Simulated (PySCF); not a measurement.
A PySCF script (with the pyscf-properties extension) for the NMR shieldings of `CN[BH2-][N@@H+](C)[C@@H]1C[C@@H]1N`, C5H16BN3, on a GFN2-xTB geometry:

```python
import basis_set_exchange as bse
import numpy as np
from pyscf import gto, dft
from pyscf.prop import nmr

atoms = """
C     2.468885    1.340697    0.876500
N     1.930934    0.076103    1.319737
B     0.454850   -0.069710    1.504285
N    -0.046466   -0.665958   -0.005373
C     0.520050   -1.983159   -0.262474
C    -1.469801   -0.611150   -0.196076
C    -2.031084   -0.646315   -1.591230
C    -2.026184    0.640036   -0.810352
N    -1.051424    1.617666   -1.204844
H     3.526078    1.234036    0.613404
H     1.931081    1.667744   -0.016063
H     2.387832    2.147592    1.624513
H     2.491460   -0.296919    2.071181
H    -0.158982    0.954552    1.621555
H     0.156312   -0.910365    2.291997
H     0.369461    0.013832   -0.640950
H     1.584983   -1.930621   -0.047773
H     0.060729   -2.701988    0.413885
H     0.355029   -2.303397   -1.293617
H    -2.017960   -1.094267    0.602088
H    -2.967999   -1.150940   -1.765799
H    -1.329660   -0.713089   -2.408468
H    -2.981943    1.001705   -0.429830
H    -0.722399    2.129971   -0.391347
H    -1.444719    2.278089   -1.865817
"""
names = dict.fromkeys(["C", "N", "B", "H"], "pcSseg-1")
basis = {el: gto.basis.parse(bse.get_basis(n, elements=[el], fmt="nwchem")) for el, n in names.items()}
mol = gto.M(atom=atoms, basis=basis, charge=0, verbose=0)
mf = dft.RKS(mol, xc="PBE0")
mf.grids.level = 2
mf.grids.alignment = dft.numint.BLKSIZE   # the property module wants whole blocks of grid points
mf.conv_tol = 1e-9
mf.kernel()

calc = nmr.RKS(mf)   # GIAO
C = mf.mo_coeff
Co = C[:, mf.mo_occ > 0]
resp = mf.gen_response(singlet=True, hermi=2)
def vind(x):   # induced exchange potential for any number of trial vectors
    d = np.einsum("pi,xij,qj->xpq", C, 2 * x.reshape(-1, C.shape[1], Co.shape[1]), Co, optimize=True)
    return np.einsum("xpq,pi,qj->xij", resp(d - d.transpose(0, 2, 1)), C, Co, optimize=True).ravel()
mo1, _ = nmr.rhf.solve_mo1(calc, with_cphf=vind)
sigma = calc.kernel(mo1)
for i, s in enumerate(sigma):   # ppm
    print("%2d %-2s %9.2f" % (i, mol.atom_pure_symbol(i), np.trace(s) / 3))
```

Q: Give the expected output.

A: 
```
 0 C     147.76
 1 N     239.04
 2 B     105.11
 3 N     203.52
 4 C     149.65
 5 C     149.41
 6 C     171.04
 7 C     156.09
 8 N     229.44
 9 H      29.02
10 H      29.45
11 H      28.68
12 H      31.70
13 H      29.13
14 H      29.27
15 H      28.56
16 H      27.66
17 H      29.77
18 H      29.70
19 H      29.74
20 H      31.07
21 H      31.49
22 H      29.00
23 H      29.81
24 H      30.41
```

These numbers come from an equivalent density-fitted implementation of the same equations, which agrees with the script to about 0.01 ppm for H and up to a few tenths of a ppm for heavy atoms, so last digits may differ.

Size and cost of the density-fitted run: 233 basis functions, 110 s wall time on 1 thread of an Arm Neoverse V1, shared host; peak memory 1.1 GiB.
